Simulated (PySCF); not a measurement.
Method: B3LYP-D3(BJ)/def2-TZVP // PBE-D3(BJ)/def2-SVP in PySCF. Isolated molecules, 0 K electronic values unless said otherwise. B3LYP has the VWN-RPA correlation part, as in Gaussian. 

Reference species: [Pd(CO)] (neutral, multiplicity 1).

```yaml
coordination_number: 1
mean_distance_from_the_central_atom_to_its_bonded_neighbours: 1.825 Å
mean C–O bond length of the carbonyls: 1.161 Å
dipole_moment: 2.87 D
```

Changed species: [Pt(CO)] (M = Pt, multiplicity 1; the reference has M = Pd, multiplicity 1).

Give the shifts of the coordination number, mean distance from the central atom to its bonded neighbours, mean C–O bond length of the carbonyls and dipole moment.

the coordination number is nearly the same; the mean distance from the central atom to its bonded neighbours decreases by 0.059 Å, to 1.766 Å; the mean C–O bond length of the carbonyls rises by 0.004 Å, to 1.165 Å; the dipole moment falls by 0.25 D, to 2.62 D.
